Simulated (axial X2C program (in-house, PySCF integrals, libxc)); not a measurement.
## HfH: cheaper levels and CCSD(T), two-component

Computed with an in-house relativistic program for diatomic molecules. Two-component (2c) means X2C with spin–orbit coupling and atomic mean-field two-electron Coulomb and Gaunt terms. Basis: Hf dyall-cv3z [13s14p9d7f4g], H dyall-v3z [6s2p1d] (cores contracted in-house); Gaussian nuclei, density fitting, unrestricted open shells. Masses: Hf 179.947 u, H 1.008 u.

State: Ω = 3/2 (⟨Sz⟩ = -0.47, ⟨Lz⟩ = 1.97 at HF); fragments Hf + H.

```tsv
level	Re (Å)	ωe (cm⁻¹)
PBE0	1.819	1690.2
HF	1.875	1648.1
CCSD	1.861	1648.2
TPSSh	1.818	1704.3
```

Correlated methods: 5 electrons correlated (number of frozen shells: Hf 5 s, 4 p, 2 d, 1 f; H none), 249 virtual spin orbitals or spinors in MP2, 83 natural virtuals in coupled cluster.

CCSD(T), same Hamiltonian and basis:

Re = 1.860 Å, ωe = 1646.9 cm⁻¹, De = 2.71 eV; T1 = 0.068 (Lee–Taylor normalisation).

Task: Give the differences from CCSD(T) in the columns below.

Result: 

```tsv
level	ΔRe (Å)	Δωe (cm⁻¹)
PBE0	-0.041	43
HF	0.015	1
CCSD	0.001	1
TPSSh	-0.042	57
```

The state is one determinant whose occupation by symmetry is held fixed; it was picked as the lowest of a PBE0 search that is not exhaustive. De is counted from the lowest determinant-based energies of the atoms at the same level, without counterpoise correction. De is not given where an atomic determinant may have missed its ground term or J level, or where the truncated virtual space spoils (T). Density functionals use the spin component along the axis (collinear). CCSD and (T) use frozen natural virtuals with an MP2 correction for the truncation; (T) itself is uncorrected, so its De runs slightly low. Other states lie close and PBE0, whose exact exchange favours high spin, may order them wrongly; the determinant shown need not be the ground state. The nearest other 2c determinant of the search, Ω = 1/2, lies 0.21 eV up at the distance of the search. Without a current term, density functionals place determinants with orbital angular momentum somewhat too high. The outer-core s and p shells of the metal are frozen in the correlated rows, which leaves out core–valence correlation; for alkali and alkaline-earth bonds that tends to lengthen them. The determinant is spin-polarised beyond a pure state at some levels (its spin-free form has ⟨S²⟩ too high), which makes Re and μ there less reliable. The T1 diagnostic is large, a sign of multireference character. With the outer-core shells frozen, correlated bond lengths of heavy atoms tend to come out a few hundredths of an ångström too long.
